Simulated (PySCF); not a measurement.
How PBE and CAM-B3LYP compare on the HOMO–LUMO gap of the Kohn–Sham levels of molecules with a metal or metalloid centre.

Values in eV, from PySCF. Where two bases are given, the first is that of PBE. CAM-B3LYP is a level with its own limits.

```
system                                         basis   PBE  CAM-B3LYP  PBE − CAM-B3LYP
-----------------------------------------  ---------  ----  ---------  ---------------
C[SiH2][Si](Cl)(Cl)Cl singlet              def2-TZVP  5.77      10.14            -4.37
Ge(OH)3(tBu) singlet                        def2-SVP  5.73      10.32            -4.59
[SiH3]C[SiH2]Cl singlet                    def2-TZVP  6.72      11.22            -4.50
B(F)2(Cl)(NH3) singlet                     def2-TZVP  5.80      10.27            -4.48
B(F)(Cl)(Br) singlet                       def2-TZVP  5.37      10.20            -4.83
B2(mu-H)2(Me)4 singlet                      def2-SVP  6.08      11.10            -5.02
Si(Me)(OH)2(SMe) singlet                   def2-TZVP  5.07       9.53            -4.46
Te(OH)(SMe) singlet                        def2-TZVP  2.91       7.12            -4.21
Ge(H)(Me)2(NMe2) singlet                    def2-SVP  5.08       9.46            -4.38
B(H)(Et)(NH2) singlet                      def2-TZVP  6.50      11.32            -4.83
Sn(OMe)2(NH2)2 singlet                      def2-SVP  4.07       9.13            -5.06
C[Si](C)(C)/C=[CH]/[Al]([OH])[OH] singlet   def2-SVP  4.49       9.15            -4.66
Te(OH)(SeH) singlet                        def2-TZVP  2.91       7.03            -4.12
B(CCH)2(Me) singlet                        def2-TZVP  3.68       8.23            -4.55
Al(OMe)(SiH3)2 singlet                     def2-TZVP  3.45       7.46            -4.01
CB(C)N[SiH3] singlet                       def2-TZVP  6.24      10.60            -4.35
Si(Cl)2(Vi)2 singlet                       def2-TZVP  5.04       9.68            -4.63
Ge(Me)3(SeH) singlet                       def2-TZVP  4.92       9.08            -4.16
Cl[SiH](Cl)C[SiH](Cl)Cl singlet            def2-TZVP  6.41      11.14            -4.73
[OH][Al]([OH])/[CH]=[CH]/[GeH3] singlet    def2-TZVP  4.67       9.25            -4.59
Mg(tBu)(OH) singlet                        def2-TZVP  2.40       6.00            -3.61
Mg(Br)(OH) singlet                         def2-TZVP  4.50       8.80            -4.29
Si(Cl)2(OH)(NH2) singlet                   def2-TZVP  6.15      10.86            -4.71
O[Si](O)(O)O[Si](F)(F)F singlet            def2-TZVP  6.83      11.92            -5.09
```

The mean difference from CAM-B3LYP is -4.51 eV (median -4.52) and the mean absolute one 4.51 eV (median 4.52); PBE lies above in 0 and below in 24 of 24 cases. It is closest for Mg(tBu)(OH) singlet (-3.61), Al(OMe)(SiH3)2 singlet (-4.01), Te(OH)(SeH) singlet (-4.12) and furthest off for O[Si](O)(O)O[Si](F)(F)F singlet (-5.09), Sn(OMe)2(NH2)2 singlet (-5.06), B2(mu-H)2(Me)4 singlet (-5.02).
